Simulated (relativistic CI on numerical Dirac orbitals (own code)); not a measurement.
**Energy levels of Os24+**

Computed by Dirac-Coulomb-Breit CI, KLI orbitals optimised for each configuration, model QED, unscaled Slater integrals (own radial code, finite nucleus).

CI space (outside the closed core [Ar] 3d10 4p6): 4s2.4d10.4f6, 4s2.4d10.4f5.5s, 4s2.4d10.4f4.5s2, 4s2.4d9.4f7, 4s2.4d10.4f5.5p, 4s2.4d10.4f4.5s.5p, 4s2.4d10.4f4.5p2, 4s2.4d10.4f5.6p, 4d10.4f8. Levels of other configurations are missing.

The lowest level is 4s2.4d10.4f6 7F_0, with 52 % of that term; Hund's rules for 4s2.4d10.4f6 give 7F with J = 0, in agreement.

```csv
No.,Configuration,Term,J,E (cm⁻¹),%,Landé g
1,4s2.4d10.4f6,7F,0,0.0,52,
2,4s2.4d10.4f6,7F,1,8160.7,69,1.495
3,4s2.4d10.4f6,7F,2,16335.9,81,1.484
4,4s2.4d10.4f6,7F,3,23593.6,87,1.476
5,4s2.4d10.4f6,7F,4,29886.7,87,1.469
6,4s2.4d10.4f6,7F,5,35086.7,83,1.460
7,4s2.4d10.4f6,7F,6,38513.9,72,1.438
8,4s2.4d10.4f6,7F,0,42576.9,42,
9,4s2.4d10.4f6,5D,1,58169.7,51,1.456
10,4s2.4d10.4f6,5L,6,65313.1,43,0.887
11,4s2.4d10.4f6,5D,2,73113.3,72,1.429
12,4s2.4d10.4f6,5G,2,77604.7,51,0.588
13,4s2.4d10.4f6,5L,7,78363.7,67,0.965
14,4s2.4d10.4f6,5G,3,80499.3,36,0.815
15,4s2.4d10.4f6,5H,5,80750.0,29,1.086
16,4s2.4d10.4f6,5L,6,82044.1,27,1.093
17,4s2.4d10.4f6,5H,4,82858.5,35,0.986
18,4s2.4d10.4f6,5L,8,86139.0,75,1.046
19,4s2.4d10.4f6,5D,3,86576.9,65,1.381
20,4s2.4d10.4f6,5L,10,89224.4,61,1.143
21,4s2.4d10.4f6,5L,9,90781.1,78,1.115
22,4s2.4d10.4f6,5F,4,95211.6,29,1.210
23,4s2.4d10.4f6,5D,0,96153.8,50,
24,4s2.4d10.4f6,5H,7,96683.8,45,1.174
25,4s2.4d10.4f6,5G,3,98560.4,54,0.976
26,4s2.4d10.4f6,5G,2,98932.7,26,1.038
27,4s2.4d10.4f6,5K,5,100294.1,26,1.036
28,4s2.4d10.4f6,5H,3,102038.7,37,0.990
29,4s2.4d10.4f6,5I,6,102137.3,24,1.139
30,4s2.4d10.4f6,5I,4,102182.0,39,0.951
31,4s2.4d10.4f6,5I,5,103640.4,35,1.087
32,4s2.4d10.4f6,5H,4,103648.3,43,0.981
33,4s2.4d10.4f6,5K,5,106228.2,27,1.022
34,4s2.4d10.4f6,5F,1,106770.2,71,0.263
35,4s2.4d10.4f6,5D,4,108861.9,38,1.212
36,4s2.4d10.4f6,5I,8,109782.4,56,1.166
37,4s2.4d10.4f6,5H,6,111310.5,33,1.090
38,4s2.4d10.4f6,3O,10,111937.4,52,0.993
39,4s2.4d10.4f6,5G,2,114434.1,43,0.820
40,4s2.4d10.4f6,5K,7,114548.8,32,1.115
41,4s2.4d10.4f6,5K,8,114921.8,33,1.065
42,4s2.4d10.4f6,5H,5,114960.5,36,1.027
43,4s2.4d10.4f6,5K,6,115634.8,45,0.977
44,4s2.4d10.4f6,5G,6,118103.7,22,1.046
45,4s2.4d10.4f6,5G,3,118650.5,34,1.056
46,4s2.4d10.4f6,5P,2,120134.0,26,1.127
47,4s2.4d10.4f6,3P,1,122112.5,61,1.409
48,4s2.4d10.4f6,5K,7,124790.9,37,1.106
49,4s2.4d10.4f6,5H,4,124812.9,27,1.086
50,4s2.4d10.4f6,3I,5,124895.7,28,1.068
51,4s2.4d10.4f6,3O,11,124912.8,74,1.026
52,4s2.4d10.4f6,3M,8,124956.2,44,1.012
53,4s2.4d10.4f6,3N,9,125032.9,49,0.988
54,4s2.4d10.4f6,5D,3,125069.2,22,1.228
55,4s2.4d10.4f6,5G,6,126717.4,32,1.177
56,4s2.4d10.4f6,3O,12,127938.8,72,1.057
57,4s2.4d10.4f6,5K,9,130037.2,63,1.144
58,4s2.4d10.4f6,5G,5,130238.4,33,1.092
59,4s2.4d10.4f6,3K,7,130789.1,33,1.094
60,4s2.4d10.4f6,5D,1,130948.2,38,1.626
61,4s2.4d10.4f6,3G,3,133501.9,34,0.887
62,4s2.4d10.4f6,5D,4,134469.0,42,1.260
63,4s2.4d10.4f6,3H,4,137374.4,57,0.973
64,4s2.4d10.4f6,5G,2,137582.8,40,0.791
65,4s2.4d10.4f6,5D,4,137956.9,25,1.156
66,4s2.4d10.4f6,1H,5,139872.3,18,1.046
67,4s2.4d10.4f6,3N,10,140394.3,47,1.030
68,4s2.4d10.4f6,3K,6,140635.5,44,0.965
69,4s2.4d10.4f6,1G,4,140989.8,22,0.989
70,4s2.4d10.4f6,3K,7,141030.2,33,1.072
```

Energies count from the lowest computed level.

The mean weight of the leading LS term, summed over parents, in these 70 levels is 46 %, and that of the leading jj configuration (from the same eigenvectors) 52 %.

At this charge energies of transitions that change n are usually good to better than 1 %, and those within a shell (Δn = 0) to a few per cent. Terms inside the open d or f shell come out 10 to 20 % too wide with unscaled integrals.

LS names give the leading component of a level, which can be under half, so a name can repeat, a term be missing and a line seem to break the LS rules.
